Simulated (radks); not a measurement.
Problem. Valence configurations of Se (all share [Ar]). Calculated with a radial shooting solver on a logarithmic mesh with Libxc functionals: Dirac Kohn-Sham, PBE, spin-unpolarised, spherical densities, point nucleus; open shells are shared between the two j in proportion to 2j + 1. Order these by energy: 3d10 4p6; 3d8 4s2 4p6; 3d9.5 4s2 4p4.5; 3d10 4s1.5 4p4.5; 3d9 4s2 4p5; 3d9.5 4s1.5 4p5; 3d10 4s2 4p4; 3d10 4s1 4p5.

Solution. From the lowest, in eV above it: 3d10 4s2 4p4 0.000; 3d10 4s1.5 4p4.5 5.411; 3d10 4s1 4p5 10.874; 3d10 4p6 21.949; 3d9.5 4s2 4p4.5 24.550; 3d9.5 4s1.5 4p5 30.202; 3d9 4s2 4p5 51.657; 3d8 4s2 4p6 113.80. NIST lists [Ar] 3d10 4s2 4p4 as the ground configuration; this level of theory agrees among the configurations tried. The energies are those of spherical spin-averaged densities, not of single terms.
